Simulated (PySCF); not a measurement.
## A ladder of Hamiltonians for Ni¹⁶⁺ (nickel, charge +16)

Occupied: 1s1/2, 2s1/2, 2p1/2, 2p3/2, 3s1/2. Hartree-Fock calculated with PySCF 2.14 in an uncontracted even-tempered set (18 s from 0.64 bohr⁻², ratio 2.7; 13 p from 0.77 bohr⁻², ratio 2.7), Gaussian nucleus throughout. NR is non-relativistic, sf-X2C the spin-free one-electron X2C Hamiltonian, X2C adds the bare one-electron spin-orbit term, X2C-SNSO screens it by Boettger's factors, DC is four-component Dirac-Coulomb, and the Gaunt and Breit terms are added at first order (total energies over the DC spinors, levels after relaxing the spinors in that mean field). QED terms are absent. Levels marked empty are virtual spinors of this ion; the basis has s and p functions only, so 3d, which can lie below the n = 4 levels, is absent.

| Hamiltonian | E (hartree) | E − E(DC) (hartree) | CPU seconds |
| --- | --- | --- | --- |
| NR | -1380.7797 | 12.3735 | 0.25 |
| sf-X2C | -1392.9107 | 0.2425 | 0.15 |
| X2C | -1392.9459 | 0.2073 | 0.19 |
| X2C-SNSO | -1392.9410 | 0.2122 | 0.19 |
| DC | -1393.1532 | 0.0000 | 7.4 |
| DC+Gaunt | -1392.5324 | 0.6208 | 13 |
| DC+Breit | -1392.5842 | 0.5689 | 40 |

Problem. Give the 3p spin-orbit interval with each Hamiltonian that has one.

Solution. X2C 3.896; X2C-SNSO 3.615; DC 3.583; DC+Gaunt 3.492; DC+Breit 3.492 (eV).

```csv
level (eV),NR,sf-X2C,X2C,X2C-SNSO,DC,DC+Gaunt,DC+Breit
1s1/2,-8887.3,-8974.9,-8974.8,-8974.9,-8978.9,-8968.8,-8969.4
2s1/2,-1576.6,-1597.0,-1597.0,-1597.0,-1597.4,-1596.6,-1596.6
2p1/2,-1443.6,-1448.2,-1461.6,-1460.6,-1460.7,-1459.2,-1459.4
2p3/2,-1443.6,-1448.2,-1441.8,-1442.2,-1442.5,-1441.5,-1441.6
3s1/2,-561.59,-566.73,-566.72,-566.72,-566.80,-566.62,-566.64
3p1/2 (empty),-493.01,-494.53,-497.16,-496.97,-496.97,-496.69,-496.73
3p3/2 (empty),-493.01,-494.53,-493.26,-493.35,-493.39,-493.20,-493.24
4s1/2 (empty),-269.20,-271.01,-271.01,-271.01,-271.04,-270.97,-270.98
```

Weight of the small component: 1s1/2 0.0102, 2s1/2 0.00198, 2p1/2 0.00193, 2p3/2 0.00191, 3s1/2 0.000623, 3p1/2 0.000582, 3p3/2 0.000577, 4s1/2 0.000269.

Koopmans' value for the highest occupied level at DC+Breit: 566.64 eV, against an ionisation energy of 571.07 ± 0.12 eV (semi-empirical (NIST evaluation); NIST Atomic Spectra Database, ionization energies); the former lacks relaxation, correlation, QED and recoil.

The whole ladder took 63 s of wall time on 1 thread of Neoverse-V2 (shared host), launched as `OMP_NUM_THREADS=1 python relrun2.py TASK.json OUT` (a driver that calls PySCF for each Hamiltonian).
